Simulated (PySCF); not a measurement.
**Cl²⁺ (chlorine, charge +2): PBE calculation**

Configuration: [Ne] 3s2 3p2 4s1, high-spin 4P determinant (an excited configuration). All numbers are calculated (PySCF 2.14, the spin-free X2C one-electron Hamiltonian (Gaussian nucleus), in aug-cc-pVTZ-DK).

```
Total energy                                                  : -459.2482 hartree
One-electron energy                                           : -615.8169 hartree
Hartree (Coulomb) energy                                      : 183.6801 hartree
Exchange-correlation energy                                   : -27.1113 hartree
⟨S²⟩                                                          : 3.7522
⟨L²⟩                                                          : 2.024
Sum of ⟨r⟩                                                    : 12.97 bohr
Sum of ⟨r²⟩                                                   : 26.35 bohr²
Traceless quadrupole moment −½Σ⟨3z² − r²⟩ along its main axis : 1.08 e·bohr²
Langevin diamagnetic susceptibility                           : -20.9 ×10⁻⁶ cm³/mol
```

```
shell  electrons  mean orbital energy (hartree)  spread (hartree)  rms radius, mean of both spins (bohr)
 1s α          1                     -102.47896                 0                                  0.105
 1s β          1                     -102.46188                 0                                  0.105
 2s α          1                      -10.61948                 0                                  0.483
 2s β          1                      -10.60200                 0                                  0.483
 2p α          3                       -8.38655           0.01620                                  0.453
 2p β          3                       -8.36355           0.03336                                  0.453
 3s α          1                       -1.90514                 0                                   1.50
 3s β          1                       -1.78992                 0                                   1.50
 3p α          2                       -1.40473                 0                                   1.65
 4s α          1                       -0.56645                 0                                   3.83
```

The outer electron is Rydberg-like, and this basis confines it to a smaller radius and binds it less than a complete one would.

Densities and radii are taken from the X2C orbitals without a picture-change correction, which distorts them close to the nucleus.
